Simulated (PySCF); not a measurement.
**Electron correlation in Re⁴⁸⁺ (rhenium, charge +48)**

[Ar] 3d9, 2D determinant. Calculation: PySCF 2.14, in an uncontracted even-tempered set (18 s from 10 bohr⁻², ratio 2.5; 13 p from 14 bohr⁻², ratio 2.5; 7 d from 14 bohr⁻², ratio 2.5; 4 f from 58 bohr⁻², ratio 2.7; 3 g from 87 bohr⁻², ratio 2.7); the spin-free X2C one-electron Hamiltonian (Gaussian nucleus). Frozen: [Ne]; 17 electrons correlated; the 28 highest virtual orbitals of each spin left out.

```tsv
level	correlation energy (mhartree)
CCSD	-716.56
(T)	-0.46
CCSD(T)	-717.02
```

Diagnostics: T1 = 0.00012, D1 = 0.0002, largest double amplitude 0.004.

Question: Is a single reference adequate?

Answer: Yes, within this model without spin-orbit coupling: T1 lies below 0.03 and no double amplitude reaches 0.07.

At this charge the one-electron X2C treatment keeps the bare 1/r₁₂, with no two-electron picture change or Breit term. The effect here is smaller than on the frozen 1s shell; and a scalar Hamiltonian misses the large spin-orbit splitting of the p shells, which matters for ns² → np² pairs.
